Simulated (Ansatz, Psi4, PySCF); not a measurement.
H$_{3}$S, charge +1, singlet, at a GFN2-xTB geometry. Base run: WB97X-V/def2-SVP (PySCF).

Input for PySCF:
```python
from pyscf import gto, scf, dft

mol = gto.M(
    atom='''
S     0.10558214   -0.00190789    0.04613646
H    -0.31822157    0.99705449   -0.76565970
H    -0.35082551   -0.98045104   -0.77282250
H    -1.02026722    0.01392277    0.80029891
''',
    basis='def2-svp',
    charge=1,
    verbose=4,
)

mf = dft.RKS(mol)
mf.xc = 'wb97x_v'
mf.kernel()
```

The same geometry, method and basis name were run in Ansatz (a program for electronic structure) and Psi4 and PySCF, at each program's defaults and at the settings that a row names. The base is PySCF at its defaults. Differences at the defaults can come from grids, fitting, cores and function types together.

```json
[
 {"code and settings": "PySCF, defaults (exact integrals, its default grid, spherical functions)", "ΔE vs base (mEh)": "0.000", "basis functions": "33", "E (Eh)": "-399.48076", "SCF cycles": "8"},
 {"code and settings": "Psi4, defaults (density fitting with its default set, its default grid, spherical functions)", "ΔE vs base (mEh)": "___", "basis functions": "33", "E (Eh)": "___", "SCF cycles": "7"},
 {"code and settings": "Ansatz, defaults (factorised integrals, its default grid, spherical functions)", "ΔE vs base (mEh)": "0.000", "basis functions": "33", "E (Eh)": "-399.48076", "SCF cycles": "-"},
 {"code and settings": "PySCF, density fitting with def2-universal-jkfit", "ΔE vs base (mEh)": "___", "basis functions": "33", "E (Eh)": "___", "SCF cycles": "8"},
 {"code and settings": "PySCF, fine grid", "ΔE vs base (mEh)": "0.000", "basis functions": "33", "E (Eh)": "-399.48076", "SCF cycles": "8"},
 {"code and settings": "Psi4, exact integrals, spherical functions, fine grid", "ΔE vs base (mEh)": "0.001", "basis functions": "33", "E (Eh)": "-399.48076", "SCF cycles": "9"},
 {"code and settings": "Ansatz, high accuracy", "ΔE vs base (mEh)": "0.000", "basis functions": "33", "E (Eh)": "-399.48076", "SCF cycles": "-"}
]
```

Task: What belongs in the gaps?

Result: 
- Psi4, defaults (density fitting with its default set, its default grid, spherical functions), ΔE vs base (mEh): -0.110
- Psi4, defaults (density fitting with its default set, its default grid, spherical functions), E (Eh): -399.48087
- PySCF, density fitting with def2-universal-jkfit, ΔE vs base (mEh): -0.057
- PySCF, density fitting with def2-universal-jkfit, E (Eh): -399.48082
